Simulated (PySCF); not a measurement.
Several compounds and their computed core spectra got separated.

Method: PySCF, delta-SCF UKS SCAN, pcX-2 on the ionised atom (unc-x2c-TZVPall on a metal), pcseg-1 elsewhere, spin-free X2C. Geometries: PBE0-D3(BJ)/def2-SVP; isolated species, one conformer each.

Line lists (1s up to Mg, 2p3/2 beyond, nothing for Ge; areas count atoms within a level, one atom standing for each set equivalent by bonding):
1. B 1s: 195.11 eV; C 1s: 295.77 eV; O 1s: 541.69 eV
2. C 1s: 291.48 eV; Cu 2p3/2: 938.41 eV
3. O 1s: 538.19 eV

Structures:
A. Cu(C2H4)H, `[H][Cu]1<-[CH2]=[CH2]->1`
B. Ge(OH)H3 (`[OH][GeH3]`)
C. B(CO)H3 (`[H]B([H])([H])<-[C-]#[O+]`)

Task: Match each list to its structure.

Result: 
- 1 = C: no other candidate has this set of levels. B 1s: 195.11 boron bonded to C and 3 H; C 1s: 295.77 carbon bonded to B and O; O 1s: 541.69 oxygen bonded to C.
- 2 = A: no other candidate has this set of levels. C 1s: 291.48 carbon bonded to C, Cu and 2 H (×2); Cu 2p3/2: 938.41 copper bonded to 2 C and H.
- 3 = B: no other candidate has this set of levels. O 1s: 538.19 oxygen bonded to Ge and H.

The 2p values aren't plain energy differences: one relaxed spin-free 2p hole is combined with a matrix within the shell (ground-state 2p orbital-energy differences and spin–orbit coupling). 2p3/2, the mean of its two sublevels, lies a third of the splitting below the shell's mean and 2p1/2 two thirds above it; the statistical areas are 2:1. 1 of these hole states is spin-contaminated (⟨S²⟩ 0.85, against 0.75; counted from 0.85) and less certain.
